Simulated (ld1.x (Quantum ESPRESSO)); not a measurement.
**Ir: PAW pseudisation with PBE, fully relativistic reference atom.**

ld1.x (Quantum ESPRESSO) 7.5 was run on this input:

```
&input
   title='Ir', zed=77., rel=2, dft='PBE', iswitch=3,
   config='[Xe] 4f14 5d7 6s1 6p0', rel_dist='average',
   nld=5, rlderiv=2.15, eminld=-10.0, emaxld=5.0, deld=0.04
 /
 &inputp
   pseudotype=3, lpaw=.true., tm=.true., lloc=-1, rcloc=1.55,
   nlcc=.true., new_core_ps=.true.,
   which_augfun='GAUSS', rmatch_augfun=1.05,
   file_pseudopw='Ir.UPF', file_wfcaegen='ae.wfc', file_wfcncgen='nc.wfc', file_beta='beta', file_chi='chi', file_wfcusgen='us.wfc'
 /
6
5S  1  0   2.00   0.00  1.65  1.85  0.0
6S  2  0   1.00   0.00  1.65  1.85  0.0
5P  2  1   6.00   0.00  1.50  1.95  0.0
6P  3  1   0.00   0.00  1.50  1.95  0.0
5D  3  2   7.00   0.00  1.55  1.70  0.0
5D  3  2   0.00  -0.10  1.55  1.70  0.0
 &test
   configts(1)='5s2 5p6 5d7 6s1 6p0'
 /
```

Command:

```bash
ld1.x < Ir.in > Ir.out
```

Resulting log (shortened: banner, matrices, multipoles, cross overlaps and the repeated all-electron block are left out):

```
Program LD1 v.7.5
     --------------------------- All-electron run ----------------------------

     Ir
     dirac relativistic calculation

     atomic number is 77.00
     dft =PBE   lsd =0 sic =0 latt =0  beta=0.20 tr2=1.0E-14
     Exchange-correlation= PBE
                           (   1   4   3   4   0   0   0)
     mesh =1277 r(mesh) = 100.10249 a.u. xmin = -7.00 dx = 0.01250
     1 Ry =  13.60569312 eV, c = 137.03599908

     n l j   nl                  e(Ry)          e(Ha)          e(eV)
     Spin orbit split results
     1 0 0.5 1S 1( 2.00)     -5588.0695     -2794.0348    -76029.5594
     2 0 0.5 2S 1( 2.00)      -977.2840      -488.6420    -13296.6264
     2 1 0.5 2P 1( 2.00)      -936.0617      -468.0308    -12735.7676
     2 1 1.5 2P 1( 4.00)      -816.4194      -408.2097    -11107.9516
     3 0 0.5 3S 1( 2.00)      -229.0244      -114.5122     -3116.0362
     3 1 0.5 3P 1( 2.00)      -210.5853      -105.2927     -2865.1590
     3 1 1.5 3P 1( 4.00)      -184.3881       -92.1940     -2508.7279
     4 0 0.5 4S 1( 2.00)       -49.3362       -24.6681      -671.2525
     4 1 0.5 4P 1( 2.00)       -41.5600       -20.7800      -565.4526
     4 1 1.5 4P 1( 4.00)       -35.3645       -17.6822      -481.1582
     3 2 1.5 3D 1( 4.00)      -153.6566       -76.8283     -2090.6041
     3 2 2.5 3D 1( 6.00)      -147.9966       -73.9983     -2013.5957
     5 0 0.5 5S 1( 2.00)        -7.7950        -3.8975      -106.0569
     5 1 0.5 5P 1( 2.00)        -5.3567        -2.6784       -72.8818
     5 1 1.5 5P 1( 4.00)        -4.3595        -2.1798       -59.3141
     4 2 1.5 4D 1( 4.00)       -22.6334       -11.3167      -307.9425
     4 2 2.5 4D 1( 6.00)       -21.4835       -10.7418      -292.2983
     4 3 2.5 4F 1( 6.00)        -5.2951        -2.6475       -72.0432
     4 3 3.5 4F 1( 8.00)        -5.0658        -2.5329       -68.9242
     5 2 1.5 5D 1( 2.80)        -1.1828        -0.5914       -16.0930
     5 2 2.5 5D 1( 4.20)        -1.0898        -0.5449       -14.8270
     6 0 0.5 6S 1( 1.00)        -0.9973        -0.4986       -13.5688
     6 1 0.5 6P 1( 0.00)        -0.5844        -0.2922        -7.9512
     6 1 1.5 6P 1( 0.00)        -0.5107        -0.2554        -6.9491
     Averaged results
     1 0     1S 1( 2.00)     -5588.0695     -2794.0348    -76029.5594
     2 0     2S 1( 2.00)      -977.2840      -488.6420    -13296.6264
     2 1     2P 1( 6.00)      -856.3001      -428.1501    -11650.5570
     3 0     3S 1( 2.00)      -229.0244      -114.5122     -3116.0362
     3 1     3P 1( 6.00)      -193.1205       -96.5603     -2627.5383
     4 0     4S 1( 2.00)       -49.3362       -24.6681      -671.2525
     4 1     4P 1( 6.00)       -37.4296       -18.7148      -509.2563
     3 2     3D 1(10.00)      -150.2606       -75.1303     -2044.3991
     5 0     5S 1( 2.00)        -7.7950        -3.8975      -106.0569
     5 1     5P 1( 6.00)        -4.6919        -2.3460       -63.8366
     4 2     4D 1(10.00)       -21.9435       -10.9717      -298.5559
     4 3     4F 1(14.00)        -5.1641        -2.5820       -70.2609
     5 2     5D 1( 7.00)        -1.1270        -0.5635       -15.3334
     6 0     6S 1( 1.00)        -0.9973        -0.4986       -13.5688
     6 1     6P 1( 0.00)        -0.5353        -0.2676        -7.2831

     final scf error:  6.2E-15 reached in  29 iterations

     Etot =  -35715.341769 Ry,  -17857.670884 Ha, -485931.979888 eV

     Ekin =   40715.063693 Ry,   20357.531847 Ha,  553956.662094 eV
     Encl =  -89608.013276 Ry,  -44804.006638 Ha,-1219179.129989 eV
     Eh   =   13874.991626 Ry,    6937.495813 Ha,  188778.878142 eV
     Exc  =    -697.383812 Ry,    -348.691906 Ha,   -9488.390136 eV

     normalization and overlap integrals

     s(1S/1S) =  1.000000  <r> =   0.0174  <r2> =    0.0004  r(max) =   0.0108
     s(2S/2S) =  1.000000  <r> =   0.0729  <r2> =    0.0064  r(max) =   0.0620
     s(2P/2P) =  1.000000  <r> =   0.0602  <r2> =    0.0045  r(max) =   0.0465
     s(2P/2P) =  1.000000  <r> =   0.0685  <r2> =    0.0057  r(max) =   0.0533
     s(3S/3S) =  1.000000  <r> =   0.1899  <r2> =    0.0414  r(max) =   0.1749
     s(3P/3P) =  1.000000  <r> =   0.1801  <r2> =    0.0378  r(max) =   0.1643
     s(3P/3P) =  1.000000  <r> =   0.1954  <r2> =    0.0443  r(max) =   0.1793
     s(4S/4S) =  1.000000  <r> =   0.4232  <r2> =    0.2023  r(max) =   0.3990
     s(4P/4P) =  1.000000  <r> =   0.4267  <r2> =    0.2074  r(max) =   0.3990
     s(4P/4P) =  1.000000  <r> =   0.4604  <r2> =    0.2411  r(max) =   0.4247
     s(3D/3D) =  1.000000  <r> =   0.1705  <r2> =    0.0341  r(max) =   0.1396
     s(3D/3D) =  1.000000  <r> =   0.1752  <r2> =    0.0359  r(max) =   0.1432
     s(5S/5S) =  1.000000  <r> =   0.9789  <r2> =    1.0760  r(max) =   0.8880
     s(5P/5P) =  1.000000  <r> =   1.0652  <r2> =    1.2837  r(max) =   0.9453
     s(5P/5P) =  1.000000  <r> =   1.1645  <r2> =    1.5360  r(max) =   1.0317
     s(4D/4D) =  1.000000  <r> =   0.4719  <r2> =    0.2578  r(max) =   0.4195
     s(4D/4D) =  1.000000  <r> =   0.4832  <r2> =    0.2701  r(max) =   0.4301
     s(4F/4F) =  1.000000  <r> =   0.5315  <r2> =    0.3461  r(max) =   0.3940
     s(4F/4F) =  1.000000  <r> =   0.5392  <r2> =    0.3564  r(max) =   0.3990
     s(5D/5D) =  1.000000  <r> =   1.6335  <r2> =    3.1607  r(max) =   1.2760
     s(5D/5D) =  1.000000  <r> =   1.6985  <r2> =    3.4259  r(max) =   1.3083
     s(6S/6S) =  1.000000  <r> =   2.7051  <r2> =    8.2768  r(max) =   2.3249
     s(6P/6P) =  1.000000  <r> =   3.4078  <r2> =   13.2450  r(max) =   2.8397
     s(6P/6P) =  1.000000  <r> =   3.7468  <r2> =   15.9676  r(max) =   3.1383

     ------------------------ End of All-electron run ------------------------

     --------------------- Generating PAW atomic setup --------------------

      Generating local potential from pseudized AE potential:
      Matching radius rcloc =   1.5500

      Local pseudo, rcloc= 1.539 Estimated cut-off energy=    10.43 Ry

      Computing core charge for nlcc:

       r > 0.77 : true rho core
      Core charge pseudized with two Bessel functions
      Integrated core pseudo-charge :  31.06

     Fully relativistic calculation: |psi|^2

     Wfc 5S LC norm =  0.99948105 SC norm =  0.00051886 missing  0.00000009
     Speed at rcutus      0.564 a.u.,  v/c =  0.004112,  (v/c)^2 = -0.00001691

     Wfc 6S LC norm =  0.99993074 SC norm =  0.00006496 missing  0.00000430
     Speed at rcutus      0.867 a.u.,  v/c =  0.006327,  (v/c)^2 =  0.00004003

     Wfc 5P LC norm =  0.99956226 SC norm =  0.00043762 missing  0.00000013
     Speed at rcutus      0.491 a.u.,  v/c =  0.003582,  (v/c)^2 = -0.00001283

     Wfc 5P LC norm =  0.99962878 SC norm =  0.00037050 missing  0.00000073
     Speed at rcutus      0.501 a.u.,  v/c =  0.003654,  (v/c)^2 = -0.00001335

     Wfc 6P LC norm =  0.99995829 SC norm =  0.00004080 missing  0.00000091
     Speed at rcutus      0.627 a.u.,  v/c =  0.004578,  (v/c)^2 =  0.00002096

     Wfc 6P LC norm =  0.99996560 SC norm =  0.00002901 missing  0.00000539
     Speed at rcutus      0.473 a.u.,  v/c =  0.003451,  (v/c)^2 =  0.00001191

     Wfc 5D LC norm =  0.99980719 SC norm =  0.00019273 missing  0.00000007
     Speed at rcutus      1.171 a.u.,  v/c =  0.008543,  (v/c)^2 =  0.00007297

     Wfc 5D LC norm =  0.99982109 SC norm =  0.00017244 missing  0.00000647
     Speed at rcutus      1.201 a.u.,  v/c =  0.008766,  (v/c)^2 =  0.00007685
      Wfc-us  5S rcutus= 1.833  Estimated cut-off energy=    17.20 Ry
      Wfc-us  6S rcutus= 1.833  Estimated cut-off energy=    35.02 Ry
      Wfc-us  5P rcutus= 1.927  Estimated cut-off energy=    23.75 Ry
      Wfc-us  5P rcutus= 1.927  Estimated cut-off energy=    23.31 Ry
      Wfc-us  6P rcutus= 1.927  Estimated cut-off energy=    44.44 Ry
      Wfc-us  6P rcutus= 1.927  Estimated cut-off energy=    43.40 Ry
      Wfc-us  5D rcutus= 1.701  Estimated cut-off energy=    39.69 Ry
      Wfc-us  5D rcutus= 1.701  Estimated cut-off energy=    39.52 Ry
      Wfc-us  5D rcutus= 1.701  Estimated cut-off energy=    43.75 Ry
      Wfc-us  5D rcutus= 1.701  Estimated cut-off energy=    42.82 Ry

     Required augmentation: GAUSS   radius:    1.050000
     Message from routine us2paw:
     GAUSS augmentation functions are ususally harder than BESSEL; use BESSEL instead unless you have discontinuity in local potential

     Estimated PAW energy = -878.273299 Ryd

     ------------------- End of pseudopotential generation -------------------

     Computing logarithmic derivative in   2.14355
     Computing logarithmic derivative in   2.14355
     Computing the partial wave expansion
     R is outside the sphere for l=    0 j= 0.50
     R is outside the sphere for l=    0 j= 0.50
     R is outside the sphere for l=    1 j= 0.50
     R is outside the sphere for l=    1 j= 0.50
     R is outside the sphere for l=    1 j= 1.50
     R is outside the sphere for l=    1 j= 1.50
     R is outside the sphere for l=    2 j= 1.50
     R is outside the sphere for l=    2 j= 1.50
     R is outside the sphere for l=    2 j= 2.50
     R is outside the sphere for l=    2 j= 2.50

     ---------------------- Testing the pseudopotential ----------------------

     Ir
     dirac relativistic calculation

     atomic number is 77.00   valence charge is 17.00
     dft = SLA  PW   PBX  PBC   lsd =0 sic =0 latt =0  beta=0.20 tr2=1.0E-14
     mesh =1277 r(mesh) = 100.10249 xmin = -7.00 dx = 0.01250

     n l  j  nl             e AE (Ry)       e PS (Ry)    De AE-PS (Ry)
     1 0 0.5 5S   1( 2.00)       -7.79504       -7.79504       -0.00000
     2 1 0.5 5P   1( 2.00)       -5.35671       -5.35671        0.00000
     2 1 1.5 5P   1( 4.00)       -4.35950       -4.35950        0.00000
     3 2 1.5 5D   1( 2.80)       -1.18281       -1.18281       -0.00000
     3 2 2.5 5D   1( 4.20)       -1.08976       -1.08977        0.00001
     2 0 0.5 6S   1( 1.00)       -0.99729       -0.99729        0.00000
     3 1 0.5 6P   1( 0.00)       -0.58440       -0.58439       -0.00001
     3 1 1.5 6P   1( 0.00)       -0.51075       -0.51075       -0.00000

     eps = 1.7E-15  iter =  6

     Etot =  -35715.341769 Ry,  -17857.670884 Ha, -485931.979888 eV
     Etotps =  -878.273305 Ry,    -439.136653 Ha,  -11949.517068 eV

     Ekin =     379.664570 Ry,     189.832285 Ha,    5165.599633 eV
     Encl =    -724.037641 Ry,    -362.018820 Ha,   -9851.033947 eV
     Ehrt =     163.483626 Ry,      81.741813 Ha,    2224.308043 eV
     Ecxc =    -697.383861 Ry,    -348.691930 Ha,   -9488.390798 eV
     (Ecc =    -132.403434 Ry,     -66.201717 Ha,   -1801.440498 eV)

     ---------------------- End of pseudopotential test ----------------------
```

Generation and configuration tests took about 5.5 s on one core of a shared server CPU.
